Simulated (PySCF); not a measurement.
## Proton affinity of trifluoroacetic acid, site by site

System: trifluoroacetic acid, `O=C(O)C(F)(F)F` (C2HF3O2). Non-hydrogen atoms are numbered in `[O:1]=[C:2]([OH:3])[C:4]([F:5])([F:6])[F:7]`.

Energies: ωB97X-D3(BJ)/def2-TZVP (PySCF, density fitting, integration grid level 2) on PBE0-D3(BJ)/def2-SVP structures. Thermal corrections: PBE0-D3(BJ)/def2-SVP frequencies, unscaled, ideal gas at 298.15 K and 1 bar, quasi-RRHO entropy.

```
                    site              product  PA / kJ/mol  GB / kJ/mol  gas share
O1 (carboxyl C=O oxygen)   OC(=[OH+])C(F)(F)F          717          685   > 99.9 %
     O3 (acid OH oxygen)  O=C([OH2+])C(F)(F)F          623          595    < 0.1 %
```

PA is −ΔH and GB is −ΔG of B + H⁺ → BH⁺ in the gas phase. Shares are Boltzmann weights among the listed products; an error of 10 kJ/mol changes a ratio about 56-fold. Sites whose products fell apart, merged with another or lost in a GFN2-xTB screen aren't listed.

Of the listed sites O1 (carboxyl C=O oxygen) is favoured in the gas phase, 90 kJ/mol ahead of O3 in free energy.

Measured values (NIST Chemistry WebBook, evaluated or the median of agreeing entries): proton affinity (−ΔH) 712 kJ/mol (computed 717, difference 5); gas-phase basicity (−ΔG) 681 kJ/mol (computed 685, difference 4). These are compared with the most favourable site that keeps the skeleton.
